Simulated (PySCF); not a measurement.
**Correlation energy of Nb⁺ (niobium, charge +1)**

[Kr] 4d3 5p1, one real determinant (an excited configuration). All numbers are calculated (PySCF 2.14, a scalar-relativistic core potential, in aug-cc-pVDZ-PP with ECP28MDF (5s5p4d2f, 54 functions)). Frozen: 4s2 4p6; 4 electrons correlated.

```
  level  correlation energy (mhartree)
   CCSD                         -26.41
    (T)                          -1.00
CCSD(T)                         -27.41
```

Diagnostics: T1 = 0.012, D1 = 0.0284, largest double amplitude 0.122.

The real determinant used has ⟨L²⟩ near 14 against 20 for a pure G term, so it mixes terms.

Cost of the coupled-cluster step: about 1.7 core-seconds, for 4 correlated electrons.

The reference is one real determinant that mixes LS terms of this configuration.
